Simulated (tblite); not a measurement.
Compound: SbH3.
SMILES: `[SbH3]`

Method: GFN2-xTB as coded in tblite; computed harmonic values from a numerical Hessian at the method's own geometry, unscaled. Errors from tens to a few hundred cm⁻¹ against measured bands are possible. Modes of hydrogen on antimony can be 10 to 20 % off.

Harmonic wavenumbers (cm⁻¹): 822.4, 845.3, 845.3, 1546.8, 1678.8, 1680.6.

A = 90228, B = 88650, C = 88635 MHz; mass 123.927 u (most abundant isotopes); point group C3v, symmetry number 3.

Zero-point energy?

½Σν̃ = 3710 cm⁻¹ = 10.61 kcal/mol.

Entropy at 350 K, 1 bar (ideal gas, RRHO, classical rotation)?

Translation 41.18, rotation 15.06, vibration 0.93: S = 57.2 cal/(mol K).

And Cp and H(350 K) − H(0)?

Cp = 10.69 cal/(mol K), of which vibrations give 2.74 (their classical limit is 6 R = 11.9); H(350 K) − H(0) = 3.04 kcal/mol without the zero-point energy, 0.25 from vibrations.

What must be added to the electronic energy to get the Gibbs energy at 350 K and 1 bar?

ZPE + [H(350 K) − H(0)] − T·S = 10.61 + 3.04 − 20.01 = -6.36 kcal/mol.

How do the functions run with temperature in this model?

| T (K) | S (cal/(mol K)) | Cp (cal/(mol K)) | H − H(0) (kcal/mol) | G − H(0) (kcal/mol) | ln q(vib) |
| --- | --- | --- | --- | --- | --- |
| 50 | 40.8 | 7.9 | 0.40 | -1.64 | 0.00 |
| 100 | 46.3 | 8.0 | 0.79 | -3.83 | 0.00 |
| 298.15 | 55.5 | 9.9 | 2.50 | -14.05 | 0.05 |
| 373.15 | 57.9 | 11.1 | 3.29 | -18.31 | 0.13 |
| 500 | 61.4 | 12.9 | 4.81 | -25.87 | 0.31 |
| 750 | 67.2 | 15.6 | 8.40 | -41.97 | 0.81 |
| 1000 | 71.9 | 17.1 | 12.50 | -59.36 | 1.37 |

q(vib) and H(0) count from the zero-point level.

Which modes carry the vibrational entropy at 350 K?

822.4 cm⁻¹: 0.31; 845.3 cm⁻¹: 0.28; 845.3 cm⁻¹: 0.28; 1546.8 cm⁻¹: 0.03; 1678.8 cm⁻¹: 0.02; 1680.6 cm⁻¹: 0.02 cal/(mol K).
